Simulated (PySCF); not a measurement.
**Two-component Hartree-Fock for Co³⁺ (cobalt, charge +3)**

Start: [Ar] 3d5 4s1; 3d5/2 filled at m_j = -3/2, -1/2, +1/2, +3/2, +5/2; 4s1/2 filled at m_j = +1/2. Calculated with PySCF 2.14 in x2c-TZVPall-2c with one added diffuse shell each of s, p, d type (7s8p5d1f, 63 functions): generalised Hartree-Fock with the X2C-1e Hamiltonian and a Gaussian nucleus; one run each with spin-orbit coupling (SO) switched off, then screened by Boettger's factors. This is a chosen level, not necessarily the ground level.

```
spinor shell  electrons  ε, spin-free (eV)  ε, screened SO (eV)  weight of nominal j (screened SO)  rms radius, screened SO (bohr)
       1s1/2          2            -7825.5              -7825.4                              1.000                          0.0649
       2s1/2          2            -1015.6              -1015.5                              1.000                           0.276
       2p1/2          2            -872.95              -883.59                              0.974                           0.247
       2p3/2          4            -872.95              -867.74                              0.987                           0.249
       3s1/2          2            -173.26              -173.25                              1.000                           0.815
       3p1/2          2            -128.85              -129.55                              0.663                           0.858
       3p3/2          4            -128.85              -128.51                              0.831                           0.863
       3d5/2          5            -68.355              -68.353                              0.589                           0.967
       4s1/2          1            -38.908              -38.908                              1.000                            2.45
```

```
   quantity    spin-free  screened SO
E (hartree)  -1389.50075  -1389.52646
        M_J            3            3
       ⟨J²⟩       12.001       12.001
       ⟨L²⟩        0.000        0.003
       ⟨S²⟩       12.001       11.997
```

Each row is a mean over spinors that exchange with the open shell spreads, by up to 17.694 eV (3p3/2).

Rows whose weight is well below 1 are mixtures of j = l ± 1/2: exchange outweighs spin-orbit coupling there, and the label is only the starting occupation.

Without spin-orbit coupling the j labels of p, d and f shells carry no meaning; the spin-free column gives the mean over the occupied spinors of each nl shell.
